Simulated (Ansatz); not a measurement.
Born–Oppenheimer molecular dynamics of F2H5NSi2 (10 atoms, charge 0, multiplicity 1). It goes on from the last frame of an earlier run, with new velocities.

All numbers below come from Ansatz, RHF/STO-3G.

- ensemble: NVE (velocity Verlet)
- time step: 0.5 fs
- steps asked: 250
- starting velocities drawn for: 2000 K
- seed: 76858

First frame:

```xyz
10
Properties=species:S:1:pos:R:3
Si 0.084 0.053 0.029
Si -0.006 -0.004 2.299
H -1.112 -0.602 2.944
H 1.165 -0.629 2.777
H -0.028 1.337 2.721
N 1.704 0.039 -0.572
H 2.278 0.799 -0.168
H 1.802 0.150 -1.569
F -0.697 1.333 -0.449
F -0.662 -1.084 -0.848
```

Q: What does the run give?

A: The run went to its last step.

- steps done: 250
- time covered: 125 fs
- mean temperature over the second half: 1098 K
- spread of the potential energy over the second half: 22.1 meV per atom
- mean potential energy of the second half above the start: 94.1 meV per atom

The conserved energy stayed within 1.7 meV per atom of its start (net change 0.91 meV per atom), so the integration is sound. Over the second half the temperature averaged 0.55 of the 2000 K drawn at the start: a run that starts near a minimum puts about half its kinetic energy into the potential. A run of 0.12 ps of so small a system gives no equilibrium averages. Limits of this set-up: minimal basis.

Q: What happens to the structure?

A: The same pairs are bonded in the first frame and the last. Pairs count as bonded within 1.25 times the sum of covalent radii (0.12 Å more for H–H). The details hang on the random start.

Q: How do temperature and energy run in time?

A: 
| time (fs) | T (K) | potential energy less start (eV) | conserved less start (meV/atom) |
| --- | --- | --- | --- |
| 0.0 | 2000 | 0.000 | 0.00 |
| 4.0 | 1281 | 0.748 | 0.50 |
| 8.0 | 792 | 1.261 | 1.25 |
| 12.0 | 1498 | 0.521 | 0.17 |
| 16.0 | 1465 | 0.555 | 0.14 |
| 20.0 | 537 | 1.527 | 1.41 |
| 24.0 | 1101 | 0.933 | 0.35 |
| 28.0 | 1247 | 0.781 | 0.26 |
| 32.0 | 723 | 1.333 | 1.23 |
| 36.0 | 861 | 1.184 | 0.68 |
| 40.0 | 1283 | 0.744 | 0.26 |
| 44.0 | 1037 | 1.008 | 1.21 |
| 48.0 | 1322 | 0.709 | 0.79 |
| 52.0 | 1420 | 0.604 | 0.38 |
| 56.0 | 949 | 1.098 | 1.11 |
| 60.0 | 1175 | 0.863 | 1.00 |
| 64.0 | 1648 | 0.369 | 0.44 |
| 68.0 | 1208 | 0.829 | 0.98 |
| 72.0 | 817 | 1.236 | 1.31 |
| 76.0 | 1148 | 0.887 | 0.68 |
| 80.0 | 879 | 1.169 | 0.97 |
| 84.0 | 713 | 1.344 | 1.31 |
| 88.0 | 976 | 1.068 | 0.92 |
| 92.0 | 1231 | 0.804 | 0.87 |
| 96.0 | 1004 | 1.044 | 1.35 |
| 100.0 | 1077 | 0.964 | 0.99 |
| 104.0 | 1121 | 0.918 | 0.95 |
| 108.0 | 1211 | 0.828 | 1.19 |
| 112.0 | 1078 | 0.963 | 1.01 |
| 116.0 | 974 | 1.070 | 0.93 |
| 120.0 | 966 | 1.080 | 1.12 |
| 124.0 | 947 | 1.099 | 0.96 |

Time of the run: 2.4 min on 1 thread of Arm Neoverse V2, with other jobs on the host, peak memory 0.085 GiB.
